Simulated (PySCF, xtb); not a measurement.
C₃HBr₂Cl, SMILES BrC(Br)=C=CCl.

GFN2-xTB in xtb at its own geometry gives an orbital gap of 3.74 eV and a dipole moment of 2.94 D.

Coordinates come from a PBE0-D3(BJ)/def2-SVP optimisation. The structure was generated by enumeration, and PubChem lists no compound with its InChIKey, so it may never have been made.

Q: What does HF/def2-TZVP run with PySCF give? (The exact figures need the calculation; the answer reports its results.)

A: gap 12.32 eV (levels -10.14 and 2.18 eV), dipole 1.27 D.
